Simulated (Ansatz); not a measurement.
Process, species as SMILES: [BH]N (BH-NH2) → [BH-]N (closed-shell singlet) (an electron is taken up)
B3LYP-D3(BJ)/def2-TZVP geometries, fixed; electronic energies without zero-point terms; positive where energy is released.
Largest species:
```xyz
5

B     -0.8557    -0.0049    -0.0224
N      0.5158    -0.1008     0.0086
H     -1.4780     1.0104     0.0090
H      1.1355     0.6983     0.0620
H      1.0102    -0.9785    -0.0196
```
Charge 0, spin multiplicity 2.

Effect of the final integration grid (spheres per factor e of radius in core and valence, angular degree) at PBE/cc-pVTZ with Ansatz (an electronic-structure program), against the last row, where the adiabatic electron affinity is -0.70 eV (the electron is unbound at this level). Open shells are unrestricted. The default's grid is 13, 11, 36.

```tsv
setting	largest shift of a total energy (mEh)	shift of the adiabatic electron affinity (eV)
accuracy: medium (default)	0.001	0.000
final_grid: 4, 3, 11	0.878	0.015
final_grid: 6, 5, 17	0.025	-0.001
final_grid: 8, 7, 23	-0.005	0.000
final_grid: 10, 9, 29	0.004	0.000
final_grid: 18, 15, 47	0.000	0.000
final_grid: 26, 22, 59	0.000	0.000
```

Within 0.005 eV in the adiabatic electron affinity: accuracy: medium (default); final_grid: 6, 5, 17; final_grid: 8, 7, 23; final_grid: 10, 9, 29; final_grid: 18, 15, 47. The largest shift is 0.878 mEh in a total energy and 0.015 eV in the difference.
